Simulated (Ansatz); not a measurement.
Ideal-gas functions of C2H4FIn (`C=[C](F)[InH2]`) at 298.15 K and 1 bar, from an Ansatz frequency run at PBE0-D4/def2-TZVP.

Molar mass 161.87 g/mol, point group Cs (symmetry number 1), electronic degeneracy 1, moments of inertia 50.961, 241.31, 292.271 u Å². Harmonic wavenumbers (cm⁻¹, unscaled): 117, 169, 281, 304, 384, 538, 557, 589, 769, 908, 952, 1181, 1389, 1664, 1830, 1846, 3153, 3256.

Use S(trans) = R[1.5 ln M + 2.5 ln T − 1.1517]; rotational temperatures θ = 24.2544 K / I; S(rot) = R[ln(√π/σ · √(T³/θAθBθC)) + 1.5]; for each mode x = 1.438777 ν̃/T, S = R[x/(eˣ − 1) − ln(1 − e⁻ˣ)] and H = RT x/(eˣ − 1); 1 cm⁻¹ = 0.0119627 kJ/mol; R = 8.31446 J/(mol·K).

Q: By hand: the entropy, in J/(mol·K).

A: Translation 172.3. Rotation: θ = 0.4759, 0.1005, 0.083 K, giving 111.3. Vibration, mode by mode: 13.18, 10.24, 6.39, 5.84, 4.28, 2.38, 2.22, 1.96, 0.98, 0.57, 0.47, 0.19, 0.08, 0.02, 0.01, 0.01, 0.00, 0.00, in all 48.8. Electronic 0.0. Sum 332.4 J/(mol·K).

Q: By hand: H − E and G − E in kJ/mol, counted from the electronic energy.

A: Zero-point energy ½ × 19887 × 0.0119627 = 119.0; thermal vibration 8.6; translation, rotation and pV give 4 RT = 9.9. H − E = 137.5 kJ/mol, and G − E = 137.5 − 298.15 × 332.4/1000 = 38.4 kJ/mol.

Vibration gives 15 % of the entropy, 13.2 J/(mol·K) of it from the mode under 150 cm⁻¹: soft modes count most, and the harmonic formula is weakest for them.
